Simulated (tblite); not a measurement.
Compound: C5H6O2S.
Geometry (GFN2-xTB, Å), atoms numbered from 1 in this order:
```
atom  x, y, z in Å
O1     3.5089    0.7339    0.9460
C2     3.1994    0.5355   -0.1926
O3     1.9874    0.2615   -0.6529
C4     0.9465    0.1934    0.2549
C5    -0.2955   -0.0714   -0.1269
C6    -1.5720   -0.1928    0.6468
C7    -2.4335   -0.4947   -0.5850
S8    -0.9862   -0.3918   -1.7130
H9     3.8970    0.5534   -1.0453
H10    1.2156    0.3715    1.2883
H11   -1.8507    0.7278    1.1613
H12   -1.5553   -1.0024    1.3777
H13   -2.8834   -1.4840   -0.6024
H14   -3.1789    0.2596   -0.8239
```

Computed values, GFN2-xTB/tblite, gas phase, harmonic and unscaled. This tight-binding method is rough: wavenumbers can miss measured ones by several per cent, in bad cases by 10 to 20. One conformer, not necessarily the lowest.

Harmonic wavenumbers (cm⁻¹): 46.0, 86.0, 96.7, 191.3, 219.6, 348.7, 415.6, 433.0, 588.7, 678.7, 747.7, 772.3, 790.5, 794.7, 923.1, 930.7, 1035.4, 1042.3, 1051.0, 1109.3, 1159.1, 1164.1, 1189.8, 1225.2, 1262.0, 1351.5, 1439.5, 1460.1, 1706.8, 1773.6, 2846.3, 2975.8, 2992.4, 3017.7, 3022.0, 3052.8.

A = 5337, B = 845.9, C = 736.9 MHz; mass 130.009 u (most abundant isotopes); point group Cs, symmetry number 1.

**Question.** Zero-point energy?

**Answer.** Half the sum of the wavenumbers: 21970 cm⁻¹ = 262.82 kJ/mol.

**Question.** What is S at 200 K and 1 bar for an ideal gas of classical rigid rotors and harmonic oscillators?

**Answer.** Translation 161.26, rotation 116.19, vibration 61.21: S = 338.7 J/(mol K).

**Question.** And Cp and H(200 K) − H(0)?

**Answer.** Cp = 94.81 J/(mol K), of which vibrations give 61.55 (their classical limit is 36 R = 299.3); H(200 K) − H(0) = 13.11 kJ/mol without the zero-point energy, 6.46 from vibrations.

**Question.** What must be added to the electronic energy to get the Gibbs energy at 200 K and 1 bar?

**Answer.** ZPE + [H(200 K) − H(0)] − T·S = 262.82 + 13.11 − 67.73 = 208.20 kJ/mol.

**Question.** Blend soft modes into free rotors: weight 1/[1 + (100 cm⁻¹/ν̃)⁴] for the oscillator and the rest for a rotor with moment μB/(μ + B), μ = h/(8π²ν), B = 10⁻⁴⁴ kg m². What vibrational entropy results?

**Answer.** 55.98 J/(mol K) in place of 61.21, which changes −T·S at 200 K by +1.05 kJ/mol.

**Question.** Which modes carry the vibrational entropy at 200 K?

**Answer.** 46.0 cm⁻¹: 17.55; 86.0 cm⁻¹: 12.44; 96.7 cm⁻¹: 11.50; 191.3 cm⁻¹: 6.29; 219.6 cm⁻¹: 5.33; 348.7 cm⁻¹: 2.55 J/(mol K); the other 30 give 5.56 together.

Hindered rotation and anharmonicity are outside this model. Other conformers, if any are populated, would add a mixing term that is left out.
